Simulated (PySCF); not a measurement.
Compound: C₄H₅FSi.
SMILES with atom numbers: `[F:1][C:2]1=[CH:3][SiH2:4][CH:5]=[CH:6]1` (hydrogens: H7 on C3; H8, H9 on Si4; H10 on C5; H11 on C6)

The same species was optimised twice, with GFN2-xTB and with PBE0-D3(BJ)/def2-SVP (PySCF), and the same property calculations (PySCF, gas phase) were run on both structures.

```json
{"coordinate": "C2–C6 (Å)", "GFN2-xTB": "1.455", "PBE0-D3(BJ)/def2-SVP": "1.478", "change": "+0.023"}
{"coordinate": "F1–C2 (Å)", "GFN2-xTB": "1.350", "PBE0-D3(BJ)/def2-SVP": "1.328", "change": "-0.022"}
{"coordinate": "C3–Si4 (Å)", "GFN2-xTB": "1.882", "PBE0-D3(BJ)/def2-SVP": "1.865", "change": "-0.017"}
{"coordinate": "C2=C3 (Å)", "GFN2-xTB": "1.334", "PBE0-D3(BJ)/def2-SVP": "1.344", "change": "+0.010"}
{"coordinate": "C5=C6 (Å)", "GFN2-xTB": "1.336", "PBE0-D3(BJ)/def2-SVP": "1.347", "change": "+0.011"}
{"coordinate": "Si4–C5 (Å)", "GFN2-xTB": "1.891", "PBE0-D3(BJ)/def2-SVP": "1.881", "change": "-0.010"}
{"coordinate": "C3–Si4–C5 (°)", "GFN2-xTB": "89.5", "PBE0-D3(BJ)/def2-SVP": "93.0", "change": "+3.5"}
{"coordinate": "Si4–C5–C6 (°)", "GFN2-xTB": "109.4", "PBE0-D3(BJ)/def2-SVP": "106.8", "change": "-2.6"}
{"coordinate": "C2–C3–Si4 (°)", "GFN2-xTB": "107.6", "PBE0-D3(BJ)/def2-SVP": "105.3", "change": "-2.3"}
{"coordinate": "F1–C2–C6 (°)", "GFN2-xTB": "117.5", "PBE0-D3(BJ)/def2-SVP": "116.0", "change": "-1.5"}
{"coordinate": "F1–C2–C3 (°)", "GFN2-xTB": "123.7", "PBE0-D3(BJ)/def2-SVP": "124.6", "change": "+0.9"}
{"coordinate": "C2–C6–C5 (°)", "GFN2-xTB": "114.7", "PBE0-D3(BJ)/def2-SVP": "115.6", "change": "+0.9"}
{"coordinate": "C3–C2–C6 (°)", "GFN2-xTB": "118.7", "PBE0-D3(BJ)/def2-SVP": "119.3", "change": "+0.6"}
```

Rotational constants: A = 6345, B = 2331, C = 1740 MHz (GFN2-xTB) against A = 6202, B = 2383, C = 1757 MHz (PBE0-D3(BJ)/def2-SVP). Point groups within 0.08 Å: Cs and Cs.

On the GFN2-xTB structure: lowest singlet, TDDFT (eV) 4.42 [PBE0/def2-SVPD]; lowest triplet, Tamm–Dancoff (eV) 2.69 [PBE0/def2-SVPD]; isotropic polarisability (au) 69.4 [PBE0/def2-SVPD]; HOMO (eV) -6.93 [PBE0/def2-SVPD]; LUMO (eV) -1.65 [PBE0/def2-SVPD]; dipole (D) 1.56 [PBE0/def2-SVPD]; HOMO (eV) -6.90 [PBE0/pcSseg-1]; LUMO (eV) -1.64 [PBE0/pcSseg-1]; dipole (D) 1.62 [PBE0/pcSseg-1]; GIAO shielding of F1 (ppm) 252.4 [PBE0/pcSseg-1]; GIAO shielding of C2 (ppm) 5.4 [PBE0/pcSseg-1]; GIAO shielding of C3 (ppm) 88.5 [PBE0/pcSseg-1]; GIAO shielding of Si4 (ppm) 395.5 [PBE0/pcSseg-1]; GIAO shielding of C5 (ppm) 47.8 [PBE0/pcSseg-1]; GIAO shielding of C6 (ppm) 34.6 [PBE0/pcSseg-1].

Problem. What do these properties become on the PBE0-D3(BJ)/def2-SVP structure?

Solution. 
| property | level | on GFN2-xTB | on PBE0-D3(BJ)/def2-SVP | change |
| --- | --- | --- | --- | --- |
| lowest singlet, TDDFT (eV) | PBE0/def2-SVPD | 4.42 | 4.47 | +0.05 |
| lowest triplet, Tamm–Dancoff (eV) | PBE0/def2-SVPD | 2.69 | 2.74 | +0.05 |
| isotropic polarisability (au) | PBE0/def2-SVPD | 69.4 | 70.5 | +1.1 |
| HOMO (eV) | PBE0/def2-SVPD | -6.93 | -7.02 | -0.09 |
| LUMO (eV) | PBE0/def2-SVPD | -1.65 | -1.69 | -0.04 |
| dipole (D) | PBE0/def2-SVPD | 1.56 | 1.14 | -0.42 |
| energy, GFN2-xTB geometry as zero (kcal/mol) | PBE0/def2-SVPD | 0.0 | -2.0 | -2.0 |
| HOMO (eV) | PBE0/pcSseg-1 | -6.90 | -7.00 | -0.10 |
| LUMO (eV) | PBE0/pcSseg-1 | -1.64 | -1.70 | -0.06 |
| dipole (D) | PBE0/pcSseg-1 | 1.62 | 1.19 | -0.43 |
| energy, GFN2-xTB geometry as zero (kcal/mol) | PBE0/pcSseg-1 | 0.0 | -1.5 | -1.5 |
| GIAO shielding of F1 (ppm) | PBE0/pcSseg-1 | 252.4 | 248.4 | -4.0 |
| GIAO shielding of C2 (ppm) | PBE0/pcSseg-1 | 5.4 | 5.2 | -0.2 |
| GIAO shielding of C3 (ppm) | PBE0/pcSseg-1 | 88.5 | 90.7 | +2.2 |
| GIAO shielding of Si4 (ppm) | PBE0/pcSseg-1 | 395.5 | 392.0 | -3.5 |
| GIAO shielding of C5 (ppm) | PBE0/pcSseg-1 | 47.8 | 45.5 | -2.3 |
| GIAO shielding of C6 (ppm) | PBE0/pcSseg-1 | 34.6 | 30.1 | -4.5 |

The heavy atoms differ by 0.029 Å rms after alignment. Among bonds between heavy atoms F1–C2 and C2–C6 change most and about equally (-0.022 to +0.023 Å). Changes are differences of the printed values. Neither structure is proved a minimum here.
